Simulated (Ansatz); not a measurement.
`[SiH3]/C=C\S` at its PBE0-D4/def2-TZVP geometry, where that method's forces vanish. The species carries charge 0 and has multiplicity 1.

```csv
atom,x (Å),y (Å),z (Å)
Si1,-0.129,-1.246,0.563
C2,0.231,-0.127,-0.872
C3,0.221,1.209,-0.859
S4,-0.128,2.292,0.457
H5,-0.259,-2.643,0.077
H6,0.956,-1.190,1.583
H7,-1.393,-0.851,1.247
H8,0.481,-0.588,-1.825
H9,0.453,1.777,-1.757
H10,-0.432,1.368,1.385
```

Task: For each bond, give half the difference of the two atoms' forces along it (eV/Å; positive pushes the atoms apart) under PBE-D4, r2SCAN-D4, B3LYP-D4, ωB97M-V in def2-TZVPP. (Best estimate.)

Result: Computed: 
| bond | length (Å) | PBE-D4 | r2SCAN-D4 | B3LYP-D4 | ωB97M-V |
| --- | --- | --- | --- | --- | --- |
| Si1–C2 | 1.855 | -0.19 | -0.11 | 0.10 | 0.18 |
| Si1–H5 | 1.485 | 0.07 | -0.03 | -0.09 | -0.11 |
| Si1–H6 | 1.490 | 0.09 | 0.00 | -0.07 | -0.13 |
| Si1–H7 | 1.491 | 0.09 | -0.01 | -0.07 | -0.13 |
| C2–C3 | 1.336 | 0.43 | 0.26 | 0.04 | -0.16 |
| C2–H8 | 1.087 | 0.04 | -0.05 | -0.10 | -0.06 |
| C3–S4 | 1.740 | -0.01 | 0.03 | 0.25 | 0.28 |
| C3–H9 | 1.088 | 0.03 | -0.10 | -0.16 | -0.10 |
| S4–H10 | 1.345 | 0.29 | 0.02 | -0.05 | -0.14 |

B3LYP here is the variant with VWN-RPA as its local correlation; programs differ in this.
